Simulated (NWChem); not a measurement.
A series in which one site is exchanged, each optimised at PBE0/def2-SVP with NWChem, gas phase unless a solvent is named. For some, no frequency run checked for a minimum. def2 effective core potentials on Hf; no spin-orbit coupling.

A: [HfH2]([CH3])[CH3] (C2H8Hf; site = Hf)
B: C[SiH2]C (C₂H₈Si; site = Si)
C: [CH3][GeH2][CH3] (C2H8Ge; site = Ge)

Q: Rank them by orbital gap (eV), PBE0/def2-SVP, lowest first.

A: A (6.39), C (10.14), B (10.40)
